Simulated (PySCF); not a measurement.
Compound: SiH3PHPF2, F2H4P2Si.
Bonds: F1–P2, P2–F3, P2–P4, P4–Si5. Hydrogens: H6 on P4; H7, H8, H9 on Si5.

Torsions of this conformer, `[F:1][P:2]([F:3])[PH:4][SiH3:5]`: F1–P2–P4–Si5 143°.

The closed-shell ground state was solved at several levels (PySCF, density fitting, gas phase, non-relativistic). Geometry: PBE0-D3(BJ)/def2-SVP, one conformer, isolated molecule.

```tsv
level	basis functions	HOMO (eV)	LUMO (eV)	gap (eV)	dipole (D)
PBE0/pcSseg-2	257	-7.36	-1.14	6.22	2.08
PBE0/pcSseg-1	126	-7.40	-0.99	6.41	2.17
```

(1) What might CAM-B3LYP/def2-SVPD (150 basis functions) give for the same quantities?

(2) Over all these levels, which gives the widest orbital gap and which the narrowest?

(3) How far do the dipole and the HOMO energy spread over the levels?

## Answers

(1) HOMO -8.61 eV, LUMO -0.02 eV, gap 8.59 eV, dipole 2.12 D.

(2) CAM-B3LYP/def2-SVPD (range-separated hybrid) has the widest, 8.59 eV, and PBE0/pcSseg-2 (global hybrid, 25 % exact exchange) the narrowest, 6.22 eV. Functional and basis both differ between the two, so the spread mixes both effects.

(3) The dipole runs from 2.08 to 2.17 D (mean 2.13 D) and the HOMO from -8.61 to -7.36 eV.
